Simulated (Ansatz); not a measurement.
`[CH3][Ti]([CH3])([CH3])[NH2]` at its PBE0-D4/def2-TZVP geometry, where that method's forces vanish. The species carries charge 0 and has multiplicity 1.

```xyz
16

C     1.0002    0.2622   -1.6764
Ti    0.1087   -0.0751    0.1642
C    -1.4027   -1.4545   -0.1402
C    -0.6744    1.7356    0.7872
N     1.4119   -0.7149    1.3555
H     1.8078    0.9970   -1.5961
H     1.4176   -0.6636   -2.0858
H     0.2432    0.6450   -2.3716
H    -2.0490   -1.5030    0.7436
H    -2.0092   -1.1506   -1.0012
H    -1.0009   -2.4547   -0.3360
H    -1.3200    1.5841    1.6598
H    -1.2733    2.1730   -0.0200
H     0.1160    2.4452    1.0553
H     1.6241   -1.6899    1.5213
H     2.0000   -0.1358    1.9403
```

Q: What forces (eV/Å) does B3LYP-D4/def2-TZVPP give on these atoms in Ansatz? (An estimate is asked.)

A: Computed: 
```
C1   0.103  0.036 -0.205
Ti2 -0.089  0.033 -0.051
C3  -0.166 -0.147 -0.033
C4  -0.089  0.196  0.068
N5   0.159 -0.079  0.148
H6  -0.039 -0.036 -0.006
H7  -0.020  0.046  0.019
H8   0.035 -0.019  0.036
H9   0.033  0.002 -0.042
H10  0.029 -0.013  0.041
H11 -0.017  0.047  0.011
H12  0.033  0.007 -0.042
H13  0.029 -0.022  0.038
H14 -0.036 -0.034 -0.012
H15  0.017 -0.008  0.015
H16  0.018 -0.009  0.015
```

B3LYP here is the variant with VWN-RPA as its local correlation; programs differ in this.
